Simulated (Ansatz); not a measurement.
Computed with Ansatz on PBE0-D4/def2-TZVP structures; ΔE is electronic, products minus reactants. CCSD(T)/CBS adds triple-zeta CCSD(T) − MP2 to the extrapolated MP2 energy (def2 sets, frozen cores). For Ge outer-core shells are correlated without core-valence functions, which leaves a few kJ/mol of doubt a bond. Scalar relativity is left out up to krypton. One conformer a species, not always the lowest.

Reaction (formal exchange of groups at the Si–O bond): `[BH2][GeH2][O][SiH2]F` + `C#CCC` → `C#CC[SiH2]F` + `[BH2][GeH2][O]C`

```tsv
species	CCSD/CBS(def2) energy (Eh)
`[BH2][GeH2][O][SiH2]F`	-2568.62315
`C#CCC`	-155.72577
`C#CC[SiH2]F`	-506.00310
`[BH2][GeH2][O]C`	-2218.27665
```

(1) Work out ΔE.

Largest T1 diagnostic among the species: 0.012.

## Answers

(1) ΔE = (-506.00310) + (-2218.27665) − (-2568.62315) − (-155.72577) = 0.06917 Eh = +181.6 kJ/mol. CCSD(T)/CBS gives +178.6 kJ/mol.

In def2-TZVPP, CCSD(T) changes the Hartree–Fock value by −15.5 kJ/mol (the triples alone add −3.0 kJ/mol) and MP2 by −11.2 kJ/mol. From PBE to PBE0 (25 % exact exchange), in def2-TZVPP and without D4, ΔE moves by +9.2 kJ/mol.
